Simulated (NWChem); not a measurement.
**Dipole moment of AlCl**

```
Al
Cl 1 2.1469
```
Charge 0, spin multiplicity 1.

The numbers come from NWChem runs, not from measurements. The geometry was optimised at PBE0/def2-SVP, a minimum by its harmonic frequencies.

Basis set: aug-cc-pVDZ. The CCSD dipole comes from the Λ equations, without orbital relaxation.

The correlated methods keep 10 core orbitals frozen. The structure started from a generated list of species. Coupled-cluster values serve here as a point of comparison, not as the truth.

**Question.** Order these methods by the dipole moment they give, lowest first: CCSD, PBE, BHandHLYP.

**Answer.** PBE (1.52 D), CCSD (1.65 D), BHandHLYP (1.76 D)
